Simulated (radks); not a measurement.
Isoelectronic series with 46 electrons, all held in the configuration [Kr] 4d10, which need not be the ground one along the series. Calculated with a radial shooting solver on a logarithmic mesh with Libxc functionals: scalar-relativistic Kohn-Sham, BLYP, spin-unpolarised, spherical densities, finite nucleus; Fermi nuclear charge, rms radius of each element as measured or else 0.836 A^(1/3) + 0.57 fm. Total energies (hartree) and orbital eigenvalues (eV):

| ion | E (hartree) | 4d | 4p | 4s |
|---|---|---|---|---|
| Pd | -5046.36281 | -4.0259 | -51.1813 | -85.3404 |
| Ag+ | -5316.21888 | -15.5838 | -66.7584 | -103.2324 |
| Cd2+ | -5594.14764 | -30.3495 | -85.7809 | -124.7209 |
| In3+ | -5880.15219 | -47.7579 | -107.5826 | -149.1303 |
| Sn4+ | -6174.24269 | -67.5259 | -131.8356 | -176.1237 |
| Sb5+ | -6476.44532 | -89.4865 | -158.3518 | -205.5074 |
| Te6+ | -6786.78741 | -113.5319 | -187.0143 | -237.1614 |
| I7+ | -7105.31117 | -139.5884 | -217.7453 | -271.0078 |
